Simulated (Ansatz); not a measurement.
Consider the hydrogenolysis of the Si–Ge bond: `F[Si](Cl)(Cl)[GeH3]` + H₂ → `F[SiH](Cl)Cl` + GeH₄.

Gas-phase electronic energies from Ansatz, PBE0-D4/def2-TZVP geometries. CCSD(T)/CBS adds triple-zeta CCSD(T) − MP2 to the extrapolated MP2 energy (def2 sets, frozen cores). This one scheme is used for every species. Functionals use def2-TZVPP. B3LYP here is the variant with VWN-RPA as its local correlation; programs differ in this. HSE06 is defined as in plane-wave codes. For Ge outer-core shells are correlated without core-valence functions, which leaves a few kJ/mol of doubt a bond. Scalar relativity is left out up to krypton.

| level | ΔE (kcal/mol) | difference from CCSD(T)/CBS |
| --- | --- | --- |
| revPBE-D4 | 2.0 | 3.6 |
| r2SCAN-D4 | -0.6 | 1.0 |
| B97M-V | -3.3 | -1.7 |
| PBE0-D4 | -0.3 | 1.3 |
| B3LYP-D4 | -1.0 | 0.6 |
| r2SCANh-D4 | -1.1 | 0.5 |
| r2SCAN0-D4 | -1.7 | -0.1 |
| HSE06-D4 | -0.3 | 1.3 |
| BHLYP-D4 | -2.8 | -1.2 |
| CAM-B3LYP-D4 | -3.2 | -1.6 |
| ωB97X-V | -2.4 | -0.8 |
| ωB97M-V | -2.2 | -0.6 |
| B2PLYP | -3.5 | -1.9 |
| PBE-QIDH | -2.5 | -0.9 |
| PBE | -0.4 | 1.2 |
| revPBE | -1.0 | 0.6 |
| BLYP | -3.1 | -1.5 |
| r2SCAN | -1.1 | 0.5 |
| PBE0 | -2.0 | -0.4 |
| B3LYP | -4.1 | -2.5 |
| r2SCANh | -1.6 | 0.0 |
| r2SCAN0 | -2.3 | -0.7 |
| HSE06 | -2.0 | -0.4 |
| CAM-B3LYP | -5.0 | -3.4 |
| RPA@PBE/def2-TZVPP | -3.5 | -1.9 |
| HF/def2-SVP | -10.9 | -9.3 |
| MP2/def2-SVP | -4.9 | -3.3 |
| CCSD/def2-SVP | -6.7 | -5.1 |
| CCSD(T)/def2-SVP | -5.8 | -4.2 |
| HF/def2-TZVPP | -9.9 | -8.3 |
| MP2/def2-TZVPP | -1.9 | -0.3 |
| SCS-MP2/def2-TZVPP | -3.7 | -2.1 |
| CCSD/def2-TZVPP | -4.1 | -2.5 |
| CCSD(T)/def2-TZVPP | -2.8 | -1.2 |
| HF/def2-QZVPP | -10.1 | -8.5 |
| MP2/def2-QZVPP | -1.2 | 0.4 |
| SCS-MP2/def2-QZVPP | -3.2 | -1.6 |
| HF/CBS(def2) | -10.2 | -8.6 |
| MP2/CBS(def2) | -0.6 | 1.0 |
| CCSD/CBS(def2) | -2.9 | -1.3 |
| CCSD(T)/CBS | -1.6 | 0 |

(1) What do rigid-rotor, harmonic-oscillator terms from PBE0-D4/def2-TZVP frequencies (298.15 K, 1 bar) make of the CCSD(T)/CBS value? (Estimate.)

Largest T1 diagnostic among the species: 0.012.

Results:

(1) Ansatz gave: ΔZPE = +2.8 kcal/mol, ΔH = -0.3 kcal/mol, ΔS = 11 J/(mol·K), ΔG = -1.1 kcal/mol.

From PBE to PBE0 (25 % exact exchange), in def2-TZVPP and without D4, ΔE moves by −1.6 kcal/mol. In def2-TZVPP, CCSD(T) changes the Hartree–Fock value by +7.1 kcal/mol (the triples alone add +1.3 kcal/mol) and MP2 by +8.0 kcal/mol. At CCSD(T), def2-SVP lies −4.2 kcal/mol from the extrapolated value and def2-TZVPP −1.2 kcal/mol.
